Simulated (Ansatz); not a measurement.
Single points on Zn2Se2.

```yaml
crystal:
  periodic: [false, false, false]
  atoms:
    - {symbol: Zn, position_ang: [-0.056030, 1.239719, -0.057582]}
    - {symbol: Zn, position_ang: [0.056167, -1.239799, 0.054858]}
    - {symbol: Se, position_ang: [-2.022033, -0.095854, -0.093039]}
    - {symbol: Se, position_ang: [2.021885, 0.095934, 0.095763]}
basis:
  gaussian: {orbitals: def2-SVP, initial_orbitals: start.molden}
hamiltonian: {xc: pbe, dispersion: d4}
scf: {omitted_lower_state_checks: [starts]}
output: {orbitals: {seedname: orbitals}}
```

The file start.molden holds the orbitals of an earlier run on this structure, at another level or in another basis.

```sh
$ ansatz run in.yaml --threads 4 --pin off --events-out ev --progress --plain --max-ram 4787MiB
```

It prints (some lines left out):

```
Functional definition: PBE
1408 factors; their error is unknown
mean field evaluation 1: about -227477.3301 eV, gradient 1.3e1 eV
mean field evaluation 2: about -227477.6033 eV, gradient 3.3e-1 eV
mean field evaluation 4: about -227477.3732 eV, gradient 1.1e-1 eV
mean field -227477.37316553 eV, -8359.6392741318 hartree, gradient 1.6e-5 eV, S^2 0.000000; 0 other end points of the search recorded, 0 dependent functions left out
reference -227477.37320922 eV, -8359.6392757375 hartree; 64, 64 occupied and 62, 62 virtual orbitals, 1408 factors
Total energy: -227477.54961700 eV, -8359.6457586038 hartree
Checks for a lower state left out: starts
```

Run time 2.6 s (4 threads of Arm Neoverse N1 on a shared host).

As the first input, with `gaussian: {orbitals: def2-TZVPD, initial_orbitals: start.molden}`, `hamiltonian: {xc: pbe0, dispersion: d4}` (abridged; 15 s):

```
Functional definition: PBE0
mean field -227512.96354975 eV, -8360.9471966279 hartree, gradient 1.2e-5 eV, S^2 0.000000
Total energy: -227513.11446632 eV, -8360.9527427094 hartree
Checks for a lower state left out: starts
```

As the first input, with `gaussian: {orbitals: def2-TZVPD, initial_orbitals: start.molden}` (abridged; 7.5 s):

```
Functional definition: PBE
mean field -227507.86631894 eV, -8360.7598768507 hartree, gradient 1.2e-5 eV, S^2 0.000000
Total energy: -227508.04278182 eV, -8360.7663617417 hartree
Checks for a lower state left out: starts
```

As the first input, with `gaussian: {orbitals: def2-TZVP, initial_orbitals: start.molden}`, `hamiltonian: {xc: pbe}`, `correlation: {method: rpa, frozen_orbitals: {Se: 9, Zn: 9}}` and without the key `output` (abridged; 9 s):

```
Functional definition: PBE
mean field -227507.82783263 eV, -8360.7584625048 hartree, gradient 7.7e-6 eV, S^2 0.000000
36 core orbitals not correlated: weight in the atoms' cores, before any rotation towards them, 1.000 or more for the frozen orbitals, at most 0.000 for the correlated occupied ones
Total energy: -227408.09734701 eV, -8357.0934347580 hartree
Checks for a lower state left out: starts
```

First input, but with `gaussian: {orbitals: def2-TZVP, initial_orbitals: start.molden}`, `hamiltonian: {xc: pbe0, dispersion: d4}` (abridged; 9.5 s):

```
Functional definition: PBE0
mean field -227512.93471391 eV, -8360.9461369304 hartree, gradient 2.5e-5 eV, S^2 0.000000
Total energy: -227513.08561728 eV, -8360.9516825269 hartree
Checks for a lower state left out: starts
```

The first input with `hamiltonian: {xc: pbe0, dispersion: d4}` (abridged; 4.7 s):

```
Functional definition: PBE0
mean field -227483.00622699 eV, -8359.8462853222 hartree, gradient 1.4e-5 eV, S^2 0.000000
Total energy: -227483.15713514 eV, -8359.8518310945 hartree
Checks for a lower state left out: starts
```

First input, but with `gaussian: {orbitals: def2-TZVP, initial_orbitals: start.molden}`, `hamiltonian: {xc: hse06, dispersion: d4}`, `output: {forces: true, orbitals: {seedname: orbitals}}` (abridged; 12 s):

```
Functional definition: HSE06
mean field -227513.04560492 eV, -8360.9502120996 hartree, gradient 2.5e-5 eV, S^2 0.000000
Total energy: -227513.19160903 eV, -8360.9555776517 hartree
Atom 0 force     0.004444    -0.118031     0.008786 eV/Å
Atom 1 force    -0.005053     0.117999    -0.001860 eV/Å
Atom 2 force     0.297874     0.014491     0.010414 eV/Å
Atom 3 force    -0.297265    -0.014459    -0.017340 eV/Å
Dipole moment:     0.000110    -0.000040    -0.001882 e Å
Checks for a lower state left out: starts
```

Geometry: B3LYP-D4/def2-SVP.

HSE06 is defined as in plane-wave codes, on full-range PBE exchange. Correlated methods freeze 36 core orbitals; core or outer-core shells of Se are correlated, in sets that lack core-valence functions. The structure comes from a short search, and lower isomers may exist.
